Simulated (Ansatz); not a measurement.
C2H3F2GeN (`[CH3][Ge]([F])([F])[C]#N`). Charge 0, multiplicity 1.

```xyz
9

C    -0.5225   -0.2247   -1.2301
Ge    0.5992   -0.0455    0.3074
F     1.3375   -1.5345    0.7378
F     1.8972    1.0431    0.0290
C    -0.2669    0.5805    1.9002
N    -0.8450    0.9586    2.8204
H    -1.3189   -0.9382   -1.0186
H    -0.9570    0.7435   -1.4788
H     0.0765   -0.5827   -2.0673
```

Task: List the harmonic frequencies (cm⁻¹, unscaled) at PBE0-D4/def2-TZVP in Ansatz. (Best estimate.)

Result: Ansatz gave: 97, 110, 123, 177, 216, 238, 341, 351, 495, 642, 737, 743, 826, 826, 1280, 1445, 1445, 2344, 3076, 3176, 3178.

Task: Is this a minimum?

Result: Yes, all 21 modes are real.

Task: Give the ideal-gas thermochemistry at 298.15 K and 1 bar (rigid rotor, harmonic oscillator; point group Cs, symmetry number 1).

Result: Zero-point energy 130.8 kJ/mol; H(298) − E = 154.5 kJ/mol; entropy 372.6 J/(mol·K), of which translation 171.5, rotation 115.9, vibration 85.2; G(298) − E = 43.4 kJ/mol. Modes under 100 cm⁻¹ are hindered rotations or soft bends, so the harmonic entropy is rough.

Task: And at 400, 500, 600, 800 and 1000 K?

Result: 
```tsv
T (K)	H − E (kJ/mol)	S (J/mol/K)	G − E (kJ/mol)
400	167.1	408.7	3.6
500	180.7	439.1	-38.9
600	195.2	465.6	-84.1
800	226.5	510.6	-181.9
1000	260.1	547.9	-287.9
```

Task: Rotational constants (cm⁻¹)?

Result: 0.1096, 0.06467, 0.06254.
